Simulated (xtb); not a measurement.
C₃H₈N₂Si, SMILES N[C@@H]1CN=C1[SiH3]. All values are semi-empirical tight-binding results from xtb (GFN2-xTB unless named), good for trends rather than for accurate numbers. Geometry: GFN2-xTB. The structure was generated by enumeration; whether it is a known compound was not checked. One conformer was computed; it need not be the lowest.

Optimised geometry:

Bond lengths (Å): N1–C2 1.438, N1–H7 1.014, N1–H8 1.015, C2–C3 1.549, C2–C5 1.525, C2–H9 1.094, C3–N4 1.468, C3–H10 1.090, C3–H11 1.089, N4–C5 1.288, C5–Si6 1.876, Si6–H12 1.469, Si6–H13 1.456, Si6–H14 1.465. Angles (°): C2–N1–H7 110.8, C2–N1–H8 110.5, H7–N1–H8 108.3, N1–C2–C3 116.7, N1–C2–C5 120.6, N1–C2–H9 108.9, C3–C2–C5 81.6, C3–C2–H9 113.6, C5–C2–H9 113.3, C2–C3–N4 88.5, C2–C3–H10 116.9, C2–C3–H11 114.7, N4–C3–H10 113.4, N4–C3–H11 112.4, H10–C3–H11 109.7, C3–N4–C5 93.3, C2–C5–N4 96.5, C2–C5–Si6 133.8, N4–C5–Si6 129.7, C5–Si6–H12 106.4, C5–Si6–H13 110.9, C5–Si6–H14 107.2, H12–Si6–H13 111.0, H12–Si6–H14 109.0, H13–Si6–H14 112.3.
Charge 0, spin multiplicity 1.

```yaml
orbital_gap: 2.68 eV
dipole_moment: 2.08 D
zero_point_energy: 65.3 kcal/mol
G − E(el) at 298.15 K (modified RRHO): 45.2 kcal/mol
static polarisability (D4 model): 78.0 bohr³
solvation energy, GFN2-xTB/ALPB(water): -4.3 kcal/mol
solvation energy, GFN2-xTB/ALPB(thf): -6.3 kcal/mol
```

Computed atomic charges and the Wiberg bond orders between heavy atoms:
charges (e) N1 -0.34, C2 0.05, C3 0.02, N4 -0.26, C5 -0.02, Si6 0.43, H7 0.15, H8 0.14, H9 0.03, H10 0.04, H11 0.04, H12 -0.10, H13 -0.08, H14 -0.09. Bond orders N1–C2 1.03, C2–C3 0.98, C3–N4 1.02, C2–C5 0.98, N4–C5 1.87, C5–Si6 0.88.
